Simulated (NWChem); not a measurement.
Molecule: BH2OCl; SMILES ClBO

```xyz
5

B     -0.5592     0.5723     0.0000
H     -1.7590     0.7250     0.0000
Cl     0.1233    -1.0695     0.0000
O      0.2384     1.6613     0.0000
H      1.1886     1.4331     0.0000
```
Atoms are numbered in this order, from 1.

All runs: NWChem. Coordinates come from a PBE-D3(BJ)/def2-SVP optimisation. B3LYP is NWChem's, with the RPA form of VWN correlation. Atomic charges in e: unrestrained fits to the electrostatic potential beside Mulliken populations; buried atoms are poorly determined by the fit.

### Question
Predict the results for B3LYP/def2-SVP. Quantities: ESP B1; Mulliken B1; ESP Cl3; Mulliken Cl3; ESP O4; Mulliken O4; relative RMS misfit of the potential (%).

### Answer
* **ESP B1**: 0.43
* **Mulliken B1**: 0.05
* **ESP Cl3**: -0.21
* **Mulliken Cl3**: -0.12
* **ESP O4**: -0.52
* **Mulliken O4**: -0.09
* **relative RMS misfit of the potential (%)**: 28
